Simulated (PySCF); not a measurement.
Coordinates in bohr (charge 1 multiplicity 1):
```
Tl    0.0000    0.0000    0.0000
Br    4.5111    0.0000    0.0000
Br   -4.5111    0.0000    0.0000
```

These are results of PySCF, PBE0, basis Tl def2-TZVP with ECP60, Br def2-TZVP (scalar-relativistic core potentials, no spin–orbit coupling, density fitting), not measurements.

This geometry of TlBr₂⁺ is a stationary point at this level.

(1) What is the point group?

(2) Is it a minimum?

(3) Which band is strongest in the infrared?

(4) What are the dipole moment and the gap between the highest occupied and lowest empty levels?

Results:

(1) D∞h.

(2) Yes: all harmonic wavenumbers are real.

(3) 317 cm⁻¹ (σu+), 17 km/mol.

(4) 0.00 D about the centre of mass and 4.89 eV.

Only a few start shapes were tried, so a lower isomer may exist. With an element this heavy the missing spin–orbit coupling can shift these numbers.
